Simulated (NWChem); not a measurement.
System: CH$_{7}$AsSi; SMILES [AsH2][SiH2]C

Here is an NWChem input.

```
start job
memory heap 200 mb stack 900 mb global 1100 mb
geometry units angstroms
  Si    -1.247848    -0.224884     0.570713
  C     -2.450094     0.297720    -0.811692
  As     0.990437     0.022425    -0.048497
  H     -1.534192     0.587039     1.766395
  H     -1.524307    -1.629560     0.919366
  H     -2.299245     1.340010    -1.082453
  H     -3.487550     0.180174    -0.514211
  H     -2.292775    -0.299524    -1.706633
  H      0.732724    -0.531168    -1.421481
  H      0.750621     1.404688    -0.586438
end
basis spherical
  * library def2-svp
end
dft
  xc pbe0
  iterations 150
end
driver
  maxiter 120
end
task dft optimize
task dft freq
```

The level has its own optimisation; frequencies are unscaled.

Task: Give the results of this calculation. (PBE0/def2-SVP.) Quantities: r C–Si (Å); r As–Si (Å); r H–Si (Å); r C–H (Å); highest harmonic frequency (cm⁻¹); lowest (cm⁻¹); zero-point energy (kcal/mol); dipole (D).

Result: 
```yaml
r C–Si (Å): 1.881
r As–Si (Å): 2.376
r H–Si (Å): 1.497
r C–H (Å): 1.101
highest harmonic frequency (cm⁻¹): 3172
lowest (cm⁻¹): 131
zero-point energy (kcal/mol): 43.7
dipole (D): 1.40
```
